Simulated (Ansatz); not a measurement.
This geometry of F4H2NTa + H2 (10 atoms, charge 0, multiplicity 1) is a first-order saddle point.

All numbers below come from RKS PBE0/def2-SVP in Ansatz.

```xyz
10
Properties=species:S:1:pos:R:3
Ta 0.087 -0.133 0.118
N 2.194 0.015 0.217
H 2.696 0.264 1.067
H 2.792 0.027 -0.606
F 0.321 0.106 1.968
F 0.531 -0.411 -1.688
F -0.822 1.484 -0.162
F -1.450 -1.204 0.179
H 0.926 -1.893 0.414
H 1.752 -1.236 0.370
```

**Question.** Which two structures does it join? (They come from a converged band through this point; their orientation in space is the band's.)

**Answer.** Bonds broken: H9–H10. Bonds formed: Ta1–H9, N2–H10. F4H2NTa + H2 becomes F4H4NTa.

First end point:

```xyz
10
Properties=species:S:1:pos:R:3
Ta 0.069 0.363 0.011
N 2.013 0.446 0.089
H 2.535 0.624 0.943
H 2.616 0.290 -0.715
F 0.089 0.728 1.861
F 0.269 -0.014 -1.826
F -0.848 1.953 -0.354
F -0.774 -1.287 0.302
H 1.151 -3.035 0.761
H 1.910 -3.049 0.804
```

Last end point:

```xyz
10
Properties=species:S:1:pos:R:3
Ta -0.112 -0.358 0.150
N 2.221 -0.165 0.226
H 2.492 0.517 0.937
H 2.569 0.188 -0.667
F -0.004 -0.079 2.013
F 0.183 -0.823 -1.655
F 0.321 1.466 -0.197
F -1.941 -0.741 0.134
H 0.591 -1.945 0.508
H 2.707 -1.039 0.428
```

**Question.** How far does it lie above each of them?

**Answer.** 90.7 kJ/mol above the first and 112.4 kJ/mol above the second. This is the barrier of this one path; another mechanism may lie lower. The orbitals stay closed-shell, which can raise the energy where a bond breaks towards radicals; this wasn't checked here.

The run took 4.1 min on 4 threads of Arm Neoverse V2 (shared host), peak memory 0.28 GiB.
